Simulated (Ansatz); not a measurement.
# Which is lower?

Two relaxed structures of LiGeH$_{3}$, singlet (PBE0-D4/def2-TZVP; forces vanish, vibrations not checked).

A:

Li1  (-0.967, -1.026, 1.927)
Ge2  (0.029, 0.031, -0.058)
H3  (-0.939, 0.360, -1.236)
H4  (0.730, 1.408, 0.160)
H5  (1.147, -0.773, -0.792)
(Å)

B:

Li1  (-1.794, -1.010, 1.775)
Ge2  (-0.134, -0.135, 0.394)
H3  (-0.009, -0.516, 2.014)
H4  (0.458, 1.299, 0.557)
H5  (1.146, -0.927, -0.019)
(Å)

Computed with Ansatz 0.2.0 (basis: def2-TZVPP); correlated methods freeze the cores. Filled d shells of the heavier atoms are correlated. The outer core shell of Li, Na, Mg and K is correlated. The def2 sets are not built for correlating such inner shells, so the correlated values are less sure here. B3LYP uses VWN-RPA correlation.

Problem. Which structure is lower at CCSD(T), and by how much? (To be estimated.)

Solution. The calculation gives: A, by 4.51 kcal/mol (electronic energy, against the other). By their contacts, A is LiGeH₃ ([Li][GeH3]) and B is LiGeH₃ ([H]1[Li][GeH2]1).

All methods give the same order:

| method | E(B) − E(A) (kcal/mol) |
| --- | --- |
| PBE-D4 | 2.94 |
| r2SCAN-D4 | 3.36 |
| PBE0-D4 | 3.87 |
| B3LYP-D4 | 3.23 |
| wB97M-V | 3.98 |
| HF | 6.25 |
| MP2 | 4.94 |
| CCSD | 4.72 |
| CCSD(T) | 4.51 |

The T1 diagnostic stays at or below 0.013.

Labels in which every atom is bracketed show which atoms are joined, not bond orders.

For scale, one of the runs: CCSD(T)/def2-TZVPP, 109 basis functions, launched by `ansatz run in.yaml --threads 2 --pin off --events-out ev --progress --plain --max-ram 4352MiB`. The run took about 16 s on 2 CPU threads of an AMD EPYC 7571 (shared host).
